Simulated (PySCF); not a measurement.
C₃H₁₃NOSi₃.
Atom-mapped SMILES: `[CH3:1][N:2]([CH3:3])[C:4](=[O:5])[SiH:6]([SiH3:7])[SiH3:8]` (hydrogens: H9, H10, H11 on C1; H12, H13, H14 on C3; H15 on Si6; H16, H17, H18 on Si7; H19, H20, H21 on Si8)

Torsions of this conformer, `[CH3:1][N:2]([CH3:3])[C:4](=[O:5])[SiH:6]([SiH3:7])[SiH3:8]`: C1–N2–C4–O5 -1°, N2–C4–Si6–Si7 -168°.

The closed-shell ground state was solved at several levels (PySCF, density fitting, gas phase, non-relativistic). The structure is a single PBE0-D3(BJ)/def2-SVP conformer in the gas phase; no vibrational or solvent corrections.

| level | basis functions | total energy (Eh) | HOMO (eV) | LUMO (eV) | gap (eV) | dipole (D) |
| --- | --- | --- | --- | --- | --- | --- |
| mPW1PW91/pcSseg-1 | 222 | -1120.5094 | -7.07 | -0.45 | 6.62 | 3.68 |
| PBE0/pcSseg-1 | 222 | -1119.8780 | -7.04 | -0.44 | 6.60 | 3.67 |

(1) Estimate the row for CAM-B3LYP/def2-SVPD, a basis of 279 functions; the other rows only guide the guess.

(2) Over all these levels, which gives the widest orbital gap and which the narrowest?

(3) How far do the dipole and the HOMO energy spread over the levels?

Answers

(1) Total energy -1120.0423 Eh, HOMO -8.42 eV, LUMO 0.53 eV, gap 8.95 eV, dipole 3.69 D.

(2) CAM-B3LYP/def2-SVPD (range-separated hybrid) has the widest, 8.95 eV, and PBE0/pcSseg-1 (global hybrid, 25 % exact exchange) the narrowest, 6.60 eV. Functional and basis both differ between the two, so the spread mixes both effects.

(3) The dipole runs from 3.67 to 3.69 D (mean 3.68 D) and the HOMO from -8.42 to -7.04 eV.
